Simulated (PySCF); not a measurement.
# Working out the ionisation energy of Ru+

Ru+ [Kr] 4d7 (4F) → Ru(2+) [Kr] 4d6 (5D). Calculation: PySCF 2.14, in def2-QZVPPD with the def2 core potential (28 electrons) (7s5p4d4f2g, 88 functions); scalar relativity through the core potential. Frozen: 4s2 4p6. Energies in hartree (1 hartree = 27.21139 eV):

```
            part  Ru+ (lower)  Ru(2+) (upper)
             UHF   -93.893795      -93.343323
CCSD correlation    -0.166617       -0.116842
             (T)    -0.005809       -0.002529
```

Problem. What does Hartree-Fock give?

Solution. (-93.343323) − (-93.893795) = 0.550472 hartree = 14.979 eV.

Problem. What do CCSD and CCSD(T) give?

Solution. The CCSD correlation energies differ by 0.049775 hartree = 1.354 eV and the triples by 0.003280 hartree = 0.089 eV, so CCSD gives 16.333 eV and CCSD(T) 16.422 eV.

Reference: 16.76 ± 0.06 eV (semi-empirical (NIST evaluation); NIST Atomic Spectra Database, ionization energies), between the lowest levels; spin-orbit coupling is absent from the calculation.

What remains against the reference includes basis incompleteness, the frozen core and higher excitations.
